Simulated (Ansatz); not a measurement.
H4P (SMILES [PH4+]) moved off its minimum; all values from Ansatz (a first-principles code), cores frozen in correlated methods.
(charge 1, multiplicity 1)
```xyz
5

P      0.10342     0.05867     0.08578
H     -0.85315    -0.96181    -0.64295
H      0.40739    -0.66557     1.19186
H     -0.71179     1.13445     0.43005
H      1.08067     0.32049    -0.67312
```

| level | largest force (eV/Å) | on atom | rms difference from CCSD(T)/aug-cc-pV(T+d)Z (eV/Å) | dipole (D) |
|---|---|---|---|---|
| HF/def2-TZVPP | 7.23 | P1 | 0.211 | - |
| PBE/def2-TZVPP | 6.49 | P1 | 0.182 | - |
| r2SCAN/def2-TZVPP | 6.63 | P1 | 0.053 | - |
| B3LYP/def2-TZVPP | 6.62 | P1 | 0.029 | - |
| wB97M-V/def2-TZVPP | 6.67 | P1 | 0.034 | - |
| MP2/aug-cc-pV(T+d)Z | 6.84 | P1 | 0.079 | - |
| CCSD(T)/aug-cc-pV(T+d)Z | 6.67 | P1 | 0.000 | - |

The differences count from one level among others, with limits of its own. Forces at CCSD(T)/aug-cc-pV(T+d)Z (eV/Å):

| atom | Fx | Fy | Fz |
|---|---|---|---|
| P1 | -5.951 | -2.986 | 0.463 |
| H2 | 1.713 | 1.913 | 1.016 |
| H3 | 0.648 | -0.210 | 0.901 |
| H4 | 0.262 | 0.237 | -0.032 |
| H5 | 3.328 | 1.046 | -2.348 |
